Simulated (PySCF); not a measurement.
A search over the determinants of InSb⁺

Unrestricted PBE0; PySCF, scalar-relativistic core potentials, basis sets In def2-TZVPPD with ECP28, Sb def2-TZVPPD with ECP28. Outer shells of the fragments: In+ 4d10 5s2; Sb 4d10 5s2 5p3.

Followed along the bond (rough minima from three points):

```
2Ms+1   unpaired  ⟨S²⟩ at the start  R at minimum (Å)  Te (eV)
    4  σ ↑, π ↑↑               3.76              3.15     0.00
    2  σ ↓, π ↑↑               1.77              3.06     0.48
    2  σ ↑, π ↑↓               1.77              3.09     0.54
    2        σ ↑               0.76              3.04     1.44
    2        π ↑               0.75  none in the scan   ≤ 1.04
```

Solutions found at the starting distance of 2.855 Å, counted from the lowest of them; the search is not exhaustive and high or unbound solutions are not listed, so other states can lie among these:

| 2Ms+1 | unpaired | term | E (eV) | ⟨S²⟩ | ⟨Lz²⟩ | μ (D) |
| --- | --- | --- | --- | --- | --- | --- |
| 4 | σ ↑, π ↑↑ | ⁴Σ⁻ | 0.00 | 3.76 | 0.00 | -1.98 |
| 2 | σ ↓, π ↑↑ | mixed | 0.44 | 1.77 | 0.00 | -2.02 |
| 2 | σ ↑, π ↑↓ | mixed | 0.51 | 1.77 | 2.02 | -1.94 |
| 2 | π ↑ | ²Π | 1.37 | 0.75 | 1.01 | 0.48 |
| 2 | σ ↑ | mixed | 1.38 | 0.76 | 2.01 | -1.65 |
| 2 | π ↑ | ²Π | 1.50 | 0.76 | 1.02 | -3.50 |

A term symbol is given only where ⟨S²⟩ and ⟨Lz²⟩ are close to those of a pure state; real π, δ and φ orbitals otherwise mix terms. A positive dipole points towards Sb; it is taken about the centre of mass and depends on that origin.

Spin–orbit coupling is left out.
